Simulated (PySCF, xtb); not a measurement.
FH3OSe2Si, SMILES [Si]([SeH])(F)(O)[SeH].

GFN2-xTB (xtb) at its own geometry gives an orbital gap of 4.12 eV and a dipole moment of 3.31 D.

Coordinates come from a ωB97X-D3(BJ)/def2-SVP optimisation. The values are those of a single conformer.

Problem. What does PBE/def2-TZVP in PySCF give? (An estimate is asked for; the answer gives what the named calculation found.)

Solution. gap 5.15 eV (levels -6.28 and -1.13 eV), dipole 1.64 D.
